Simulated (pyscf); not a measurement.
# •H₂C–SiH₃ (SMILES [CH2][SiH3]), doublet

Gas-phase minimum from PySCF at ωB97X-D3(BJ)/def2-SVP, one conformer. •H₂C–SiH₃ lies 10.6 kcal/mol over its isomer H₃C–SiH₂•, and others may lie lower still (electronic energy, ωB97M-D3(BJ)). 

SMILES: [CH2][SiH3]
```xyz
7

C     -0.3489     0.8715     0.0916
Si    -0.4289    -0.9629    -0.1667
H      0.5165     1.3651     0.5489
H     -1.1429     1.5506    -0.2398
H      0.2393    -1.3639    -1.4454
H      0.2644    -1.6754     0.9475
H     -1.8502    -1.4140    -0.2328
```
Charge 0, spin multiplicity 2.

Bonded distances (Å): C1–Si2 1.854, C1–H3 1.096, C1–H4 1.096, Si2–H5 1.497, Si2–H6 1.493, Si2–H7 1.493. Bond angles (°): Si2–C1–H3 122.5, Si2–C1–H4 122.7, H3–C1–H4 114.8, C1–Si2–H5 111.4, C1–Si2–H6 110.4, C1–Si2–H7 110.3, H5–Si2–H6 107.6, H5–Si2–H7 107.8, H6–Si2–H7 109.3.

Properties at ωB97X-D3(BJ)/def2-SVP:

```
Item                                                                                                                                                                                                 Value
---------------------------------------------------------------------------------------------------------------------  -----------------------------------------------------------------------------------
Harmonic wavenumbers, unscaled                                                                                         42, 516, 521, 674, 764, 842, 954, 959, 968, 1386, 2220, 2249, 2253, 3163, 3268 cm⁻¹
Zero-point energy                                                                                                                                                                            29.7 kcal/mol
Rotational symmetry number                                                                                                                                                                               1
Entropy of this conformer at 298 K and 1 atm, rigid rotor and harmonic oscillator, modes under 100 cm⁻¹ raised to 100                                                                      274.6 J/(mol K)
Dipole moment                                                                                                                                                                                       0.66 D
Spin expectation value S2                                                                                                                                                                            0.753
```

Single-point totals, which compare only within one level (frozen core for MP2 and CC):

| level | total energy (hartree) |
|---|---|
| ωB97X-D3(BJ)/def2-TZVP | -330.61052 |
| PBE/def2-TZVP | -330.33971 |
| r²SCAN/def2-TZVP | -330.50626 |
| B3LYP-D3(BJ)/def2-TZVP | -330.59516 |
| PBE0-D3(BJ)/def2-TZVP | -330.38458 |
| M06-2X/def2-TZVP | -330.50599 |
| ωB97M-D3(BJ)/def2-TZVP | -330.60555 |
| UHF/def2-TZVPP | -329.69133 |
| MP2/def2-TZVPP | -329.96802 |
| CCSD/def2-TZVPP | -330.00917 |
| CCSD(T)/def2-TZVPP | -330.01887 |

The lowest mode is so soft that the shape along it may change with the basis. Soft torsions are taken as harmonic, which can shift the entropy by several J/(mol K). The CCSD(T) − MP2 part came from Ansatz, without density fitting, on the same reference.
